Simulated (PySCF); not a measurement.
Gas-phase reaction: 2 SnCl2 + C2Cl4 = 2 SnCl4 + 2 C

Method: PySCF energies plus ideal-gas RRHO corrections (1 bar). † marks an energy on the PBE0/def2-TZVP geometry and frequencies; other levels use their own. CCSD(T) freezes the core. Open shells (unrestricted): C (multiplicity 3, electronic degeneracy 9); the rest are closed-shell singlets. Spin-orbit splitting is ignored; it lowers the true energy and changes the entropy of C. B3LYP is the form with VWN-RPA correlation. Sn: scalar-relativistic def2 core potential, no spin-orbit coupling. CCSD(T) isn't extrapolated to the basis-set limit; its ΔH°(298 K) is 809.8 kJ in def2-SVP and 830.1 kJ in def2-TZVPP. The harmonic model lacks anharmonicity and excited electronic states, which grow with temperature; levels with a mode under 35 cm⁻¹ are left out. Soft modes under 120 cm⁻¹ make the harmonic entropy rough for SnCl2, C2Cl4, SnCl4.

```json
[
 {"level": "B3LYP/def2-TZVP†", "ΔE electronic, kJ": "947", "ΔH°(298 K), kJ": "933", "ΔS°(298 K), J/K": "100", "ΔG°(600 K), kJ": "869"},
 {"level": "CCSD(T)/def2-SVP†", "ΔE electronic, kJ": "824", "ΔH°(298 K), kJ": "810", "ΔS°(298 K), J/K": "100", "ΔG°(600 K), kJ": "746"},
 {"level": "M06-2X/def2-TZVP†", "ΔE electronic, kJ": "870", "ΔH°(298 K), kJ": "855", "ΔS°(298 K), J/K": "100", "ΔG°(600 K), kJ": "791"},
 {"level": "PBE/def2-SVP", "ΔE electronic, kJ": "1076", "ΔH°(298 K), kJ": "1062", "ΔS°(298 K), J/K": "101", "ΔG°(600 K), kJ": "998"},
 {"level": "PBE/def2-TZVP†", "ΔE electronic, kJ": "1057", "ΔH°(298 K), kJ": "1042", "ΔS°(298 K), J/K": "100", "ΔG°(600 K), kJ": "979"},
 {"level": "PBE0/def2-QZVP†", "ΔE electronic, kJ": "959", "ΔH°(298 K), kJ": "944", "ΔS°(298 K), J/K": "100", "ΔG°(600 K), kJ": "881"},
 {"level": "PBE0/def2-SVP†", "ΔE electronic, kJ": "985", "ΔH°(298 K), kJ": "970", "ΔS°(298 K), J/K": "100", "ΔG°(600 K), kJ": "907"},
 {"level": "PBE0/def2-TZVP", "ΔE electronic, kJ": "961", "ΔH°(298 K), kJ": "946", "ΔS°(298 K), J/K": "100", "ΔG°(600 K), kJ": "883"},
 {"level": "r2SCAN/def2-TZVP†", "ΔE electronic, kJ": "926", "ΔH°(298 K), kJ": "911", "ΔS°(298 K), J/K": "100", "ΔG°(600 K), kJ": "847"},
 {"level": "LDA/def2-TZVP†", "ΔE electronic, kJ": "1221", "ΔH°(298 K), kJ": "1207", "ΔS°(298 K), J/K": "100", "ΔG°(600 K), kJ": "1143"}
]
```
ΔH° is lowest at CCSD(T)/def2-SVP† and highest at LDA/def2-TZVP†. No reference value is set beside these.
